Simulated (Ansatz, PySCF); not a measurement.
Ge(F)2 cation (F₂Ge), SMILES [F][Ge][F] (connectivity only; charge and spin as stated), charge +1, multiplicity 2. Atoms are numbered in the order given.

```xyz
3

Ge     0.0000     0.0000     0.3304
F      0.0000     1.4444    -0.5513
F      0.0000    -1.4444    -0.5513
```
Charge +1, spin multiplicity 2.

Geometry optimised at B3LYP-D3(BJ)/def2-TZVP. The spin state was assumed, not searched. The isomer is the one that the SMILES or the coordinates give; other isomers of the formula were not compared.

Two levels are set side by side: PBE-D3(BJ)/def2-TZVP (Ansatz, a program for electronic structure) and B3LYP-D3(BJ)/def2-TZVP (Ansatz). Each level has its own optimised geometry; the coordinates shown are those of the second. Frequencies come from the Hessian of PySCF at each geometry. Differences are taken from unrounded values.

```csv
quantity,B3LYP-D3(BJ)
mean bond length (Å),1.692
bond Ge1–F2 (Å),1.692
bond Ge1–F3 (Å),1.692
highest harmonic wavenumber (cm⁻¹),767
mean harmonic wavenumber (cm⁻¹),560
zero-point energy (kcal/mol),2.40
```

Q: What does PBE-D3(BJ) give, and how far is it from B3LYP-D3(BJ)? (Estimate from the structure and the level; the computed values follow.)

A: 
```csv
quantity,PBE-D3(BJ),PBE-D3(BJ) minus B3LYP-D3(BJ)
mean bond length (Å),1.707,0.015
bond Ge1–F2 (Å),1.707,0.015
bond Ge1–F3 (Å),1.707,0.015
highest harmonic wavenumber (cm⁻¹),742,-25
mean harmonic wavenumber (cm⁻¹),538,-22
zero-point energy (kcal/mol),2.31,-0.09
```

Exact exchange shortens and stiffens bonds; PBE has none. Differences between two approximate levels are no errors against the true value.
